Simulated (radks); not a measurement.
Values are calculated unless marked as measured or tabulated.
Numerical settings for the zirconium ion Zr+, [Kr] 4d2 5s1. Level of theory: Dirac Kohn-Sham, PBEsol, spin-unpolarised, spherical densities, point nucleus; open shells fill j = l - 1/2 first (a radial shooting solver on a logarithmic mesh with Libxc functionals). The defaults (mesh step 0.008 in ln r, mesh end at 40 bohr or more with all orbitals vanishing there, Anderson mixing 0.5 over 9 steps, residual threshold near 1e-9 with the energy settled to 1e-9 hartree or 1e-11 of itself, here a cap of 64 iterations) give E = -3596.6501 hartree and 5s1/2 at -9.959 eV in 15 iterations. Run on one thread of a shared host, so times are rough (Arm Neoverse V1): 0.14 s of CPU time, 0.14 s wall, 15 iterations on 2602 mesh points. Changes against that run (0 stands for a change within the tolerance of the run):

setting                    iterations         converged  E (mhartree)  e(5s1/2) (meV)  CPU (s)
mesh step in ln r 0.02             15               yes             0               0     0.07
mesh step in ln r 0.005            15               yes             0               0     0.22
mesh step in ln r 0.03             15               yes     +0.000169               0     0.05
mesh end (bohr) 3                  13  level above zero     +1.73e+03       +3.41e+04     0.09
mesh end (bohr) 2                  14  level above zero     +1.21e+04       +1.58e+05      0.1
residual threshold 1e-05           10               yes             0        +0.00649     0.12
residual threshold 0.001            9               yes             0          -0.542     0.11
mixing 0.01                        22               yes             0               0      0.2
linear mixing, mixing 0.5          30               yes             0               0     0.23
linear mixing, mixing 1            64                no         +64.7            +783     0.73
mixing history 3                   17               yes             0               0     0.15
iteration cap 8                     8                no             0          -0.542     0.08

Settled on a wrong energy, with an occupied level pushed above zero by the early mesh end: mesh end (bohr) 3 (+1.73 hartree); mesh end (bohr) 2 (+12.1 hartree). Apart from these: no run marked as converged misses the energy by more than 1 mhartree. A mesh that ends early acts as a hard wall.
